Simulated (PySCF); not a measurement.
H12N4Zn, charge +2. Atoms are numbered in the order given.

```xyz
17

Zn     0.0000     0.0000     0.0000
N     -1.1985    -1.1985     1.1985
H     -1.8279    -0.6702     1.8279
H     -1.8279    -1.8279     0.6702
H     -0.6702    -1.8279     1.8279
N      1.1985    -1.1985    -1.1985
H      1.8279    -0.6702    -1.8279
H      1.8279    -1.8279    -0.6702
H      0.6702    -1.8279    -1.8279
N      1.1985     1.1985     1.1985
H      0.6702     1.8279     1.8279
H      1.8279     0.6702     1.8279
H      1.8279     1.8279     0.6702
N     -1.1985     1.1985    -1.1985
H     -1.8279     1.8279    -0.6702
H     -0.6702     1.8279    -1.8279
H     -1.8279     0.6702    -1.8279
```
Charge +2, spin multiplicity 1.

Geometry optimised at PBE-D3(BJ)/def2-SVP. The isomer is the one that the SMILES or the coordinates give; other isomers of the formula were not compared.

Calculation: ωB97X/def2-TZVP run with PySCF.

Symmetry labels are those of the subgroup D2 that the program uses (full group Td).

Computed valence orbital energies around the gap with their symmetry:
| orbital | symmetry | energy (eV) |
|---|---|---|
| HOMO−7 | B3 | -24.96 |
| HOMO−6 | B1 | -24.96 |
| HOMO−5 | A | -24.55 |
| HOMO−4 | A | -24.55 |
| HOMO−3 | A | -23.78 |
| HOMO−2 | B1 | -20.92 |
| HOMO−1 | B2 | -20.92 |
| HOMO | B3 | -20.92 |
| LUMO | A | -6.51 |
| LUMO+1 | B1 | -5.17 |
| LUMO+2 | B2 | -5.17 |
| LUMO+3 | B3 | -5.17 |
